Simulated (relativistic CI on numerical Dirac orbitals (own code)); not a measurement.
Spin-allowed bands of a d7 ion in an octahedral site, by hand

Problem. Take Δ = 7140 cm⁻¹ and B = 420 cm⁻¹ for a high-spin d7 ion in an octahedral site. Calculate the three spin-allowed bands.

Working.
1. The terms of highest spin are 4F (energy 0) and 4P (15B = 6300 cm⁻¹). Here the F term splits into A2 at +1.2Δ = 8568, T2 at +0.2Δ = 1428 and T1 at −0.6Δ = -4284 cm⁻¹.
2. The two T1 states mix through the element 0.4Δ: H = [[-4284, 2856], [2856, 6300]], with roots ½(H₁₁ + H₂₂) ∓ ½√[(H₂₂ − H₁₁)² + 4H₁₂²] = ½(2016) ∓ ½(12027) = -5005 and 7021 cm⁻¹.
3. The ground term is 4T1 at -5005 cm⁻¹.
4. Bands: 4T2 6433 cm⁻¹ (1554 nm), 4T1(P) 12027 cm⁻¹ (831 nm), 4A2 13573 cm⁻¹ (737 nm).

Check. Exact diagonalisation of the whole d7 shell with these parameters gives 4T2 6433, 4T1 12027, 4A2 13573 cm⁻¹. The match is exact, since without spin-orbit coupling no other term has this spin. The ratio of the second band to the first, 1.869, depends on Δ/B = 17.0 alone, which is how a Tanabe-Sugano diagram is read.
